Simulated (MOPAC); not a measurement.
MOPAC input (PM3):

```
PM3 1SCF GEO-OK AUX(PRECISION=9) THREADS=1
AlI

Al   -0.00000000 1   -0.00000000 1   -2.06753600 1
I     0.00000000 1    0.00000000 1    0.50713100 1
```

Output:

```
 *******************************************************************************
 **                                                                           **
 **                              MOPAC v23.2.5                                **
 **                                                                           **
 *******************************************************************************
 ** MOPAC's Digital Object Identifier: https://doi.org/10.5281/zenodo.6511958 **
 **                                                                           **
 ** Please cite the open-source release paper for use of this MOPAC version:  **
 ** J. E. Moussa and J. J. P. Stewart (2026)                                  **
 ** MOPAC: An open-source semiempirical molecular orbital program             **
 ** J. Open Source Softw., 11(119), 8025, https://doi.org/10.21105/joss.08025 **
 *******************************************************************************

                              PM3 CALCULATION RESULTS

 *******************************************************************************
 *  PM3        - The PM3 Hamiltonian to be used
 *  GEO-OK     - OVERRIDE INTERATOMIC DISTANCE AND OTHER SAFETY CHECKS
 *  1SCF       - DO 1 SCF AND THEN STOP
 *  AUX        - OUTPUT AUXILIARY INFORMATION
 *******************************************************************************
PM3 1SCF GEO-OK AUX(PRECISION=9) THREADS=1
 AlI

   ATOM   CHEMICAL          X               Y               Z
  NUMBER   SYMBOL      (ANGSTROMS)     (ANGSTROMS)     (ANGSTROMS)

     1      Al         -0.00000000  *  -0.00000000  *  -2.06753600  *
     2       I          0.00000000  *   0.00000000  *   0.50713100  *

          CARTESIAN COORDINATES

    NO.       ATOM           X           Y           Z

     1        Al         -0.0000     -0.0000     -2.0675
     2         I          0.0000      0.0000      0.5071

 Al: (PM3): J. J. P. STEWART, J. COMP. CHEM. 10, 209 (1989).
  I: (PM3): J. J. P. STEWART, J. COMP. CHEM. 10, 209 (1989).

           Empirical Formula: Al I  =     2 atoms

      MOLECULAR POINT GROUP   :   C*v

      RHF CALCULATION, NO. OF DOUBLY OCCUPIED LEVELS = 5

 -------------------------------------------------------------------------------
 PM3 1SCF GEO-OK AUX(PRECISION=9) THREADS=1
 AlI

     1SCF WAS SPECIFIED, SO BFGS WAS NOT USED
     SCF FIELD WAS ACHIEVED

                              PM3 CALCULATION
                                                       MOPAC v23.2.5 Linux

          FINAL HEAT OF FORMATION =         52.48051 KCAL/MOL =     219.57846 KJ/MOL

          COSMO AREA              =        107.50 SQUARE ANGSTROMS
          COSMO VOLUME            =         97.17 CUBIC ANGSTROMS

          IONIZATION POTENTIAL    =          8.594377 EV
          HOMO LUMO ENERGIES (EV) =         -8.594 -4.191
          NO. OF FILLED LEVELS    =          5
          MOLECULAR WEIGHT        =        153.8860         POINT GROUP:  C*v

          MOLECULAR DIMENSIONS (Angstroms)

            Atom       Atom       Distance
            I     2   Al     1     2.57467
            I     2   Al     1     0.00000
           Al     1    I     2     0.00000

          SCF CALCULATIONS        =          1

   ATOM   CHEMICAL          X               Y               Z
  NUMBER   SYMBOL      (ANGSTROMS)     (ANGSTROMS)     (ANGSTROMS)

     1      Al         -0.00000000  *  -0.00000000  *  -2.06753600  *
     2       I          0.00000000  *   0.00000000  *   0.50713100  *

                             CARTESIAN COORDINATES

   1   Al       -0.000000000    -0.000000000    -2.067536000
   2    I        0.000000000     0.000000000     0.507131000

           Empirical Formula: Al I  =     2 atoms

      MOLECULAR POINT GROUP   :   C*v

                  EIGENVALUES
 -14.34396 -11.17176  -9.70772  -9.70772  -8.59438  -4.19066  -4.19066   3.99981

              NET ATOMIC CHARGES AND DIPOLE CONTRIBUTIONS

  ATOM NO.   TYPE          CHARGE      No. of ELECS.   s-Pop       p-Pop
    1         Al           0.001665        2.9983     0.01635     2.98198
    2          I          -0.001665        7.0017     1.99960     5.00206
 DIPOLE           X         Y         Z       TOTAL
 POINT-CHG.     0.000     0.000    -0.021     0.021
 HYBRID        -0.000    -0.000     0.143     0.143
 SUM           -0.000    -0.000     0.122     0.122

          ATOMIC ORBITAL ELECTRON POPULATIONS

     Atom    s        px        py        pz
    1 Al   0.01635   0.49113   0.49113   1.99972
    2  I   1.99960   1.50887   1.50887   1.98432

 **********************
 *                    *
 * JOB ENDED NORMALLY *
 *                    *
 **********************

 == MOPAC DONE ==
```

The geometry given is a B3LYP-D3(BJ)/def2-TZVP minimum.
